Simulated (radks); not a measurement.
Question: Ca III, configuration [Ar]. Calculated with a radial shooting solver on a logarithmic mesh with Libxc functionals: scalar-relativistic Kohn-Sham, PBE, spin-polarised, spherical densities, point nucleus. Some entries of the table are withheld. Estimate them.

| orbital | occ. | eigenvalue (eV) | <r^2> (bohr^2) |
|---|---|---|---|
| 1s | 2 | (1) | 0.007943 |
| 2s | 2 | -429.8280 | 0.1572 |
| 2p | 6 | (2) | 0.1329 |
| 3s | 2 | -62.2360 | 1.528 |
| 3p | 6 | -43.0597 | 1.860 |
| 3d | 0 | -15.9333 | 3.817 |

Answer: 
(1) 1s eigenvalue (eV): -3964.966
(2) 2p eigenvalue (eV): -350.2035
